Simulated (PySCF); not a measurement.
Computed IR spectrum (relative IR intensity) of a molecule C6H6O. The structure is a stationary point at PBE-D3(BJ)/def2-SVP. One conformer was computed; it need not be the lowest. Calculation: PBE-D3(BJ)/def2-SVP (PySCF). No scaling factor is applied to the harmonic values.

Lines under 2 % of the strongest are left out, and lines within 2 cm⁻¹ are merged.

ν (cm⁻¹): 163 (w), 230 (vw), 347 (w), 382 (w), 722 (vs), 729 (m), 813 (w), 871 (w), 917 (w), 972 (m), 1069 (s), 1183 (w), 1218 (s), 1369 (w), 1409 (w), 1598 (w), 1621 (m), 1651 (m), 3079 (w), 3085 (w), 3106 (m), 3110 (m), 3116 (vw) (against the strongest line: vs over 80 %, s over 45 %, m over 15 %, w over 4 %, vw less)

**Question.** Which structure fits?
A) C#CC=C1COC1
B) C#CC[C@H]1C=CO1
C) C=C1C=COC=C1
D) C1=CC=COC=C1

**Answer.** D, C1=CC=COC=C1
